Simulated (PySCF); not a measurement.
CH3ClOSi, SMILES O=C[SiH2]Cl.

Geometry optimised at B3LYP-D3(BJ)/def2-SVP. The values are those of a single conformer.

The numbers are results of TDDFT-ωB97X/def2-SVPD (PySCF), not measurements.

Vertical excitations. Isolated molecule, no solvent. State labels are in the subgroup Cs.

```
state  symmetry  energy (eV)  λ (nm)      f                                                                main pairs
-----  --------  -----------  ------  -----  ------------------------------------------------------------------------
S1           A"         3.25     382  0.000                                                            HOMO→LUMO 95 %
S2           A'         6.50     191  0.000                                                          HOMO→LUMO+1 88 %
S3           A'         7.38     168  0.002                                        HOMO−1→LUMO 67 %, HOMO→LUMO+2 20 %
S4           A'         7.47     166  0.054                                        HOMO→LUMO+2 58 %, HOMO−1→LUMO 28 %
S5           A"         7.59     163  0.000                                        HOMO−2→LUMO 74 %, HOMO−6→LUMO 17 %
S6           A"         7.87     158  0.012                                                        HOMO−1→LUMO+1 92 %
S7           A'         8.13     152  0.170                      HOMO→LUMO+3 44 %, HOMO→LUMO+4 26 %, HOMO→LUMO+2 13 %
S8           A'         8.45     147  0.007   HOMO−2→LUMO+1 53 %, HOMO→LUMO+3 14 %, HOMO→LUMO+4 12 %, HOMO−3→LUMO 9 %
S9           A'         8.61     144  0.036   HOMO−2→LUMO+1 28 %, HOMO→LUMO+4 26 %, HOMO→LUMO+6 21 %, HOMO−3→LUMO 7 %
S10          A"         8.78     141  0.000  HOMO−4→LUMO 21 %, HOMO−1→LUMO+2 20 %, HOMO−6→LUMO 15 %, HOMO−2→LUMO 11 %
T1           A"         2.62     473      0                                                            HOMO→LUMO 94 %
T2           A'         5.71     217      0                       HOMO−5→LUMO 53 %, HOMO−3→LUMO 32 %, HOMO−1→LUMO 8 %
T3           A'         6.26     198      0                                                          HOMO→LUMO+1 87 %
T4           A"         7.10     175      0                                        HOMO−2→LUMO 46 %, HOMO−6→LUMO 43 %
```
Triplets are in the Tamm–Dancoff approximation, which puts them higher than full response would, so one can lie above its singlet here.
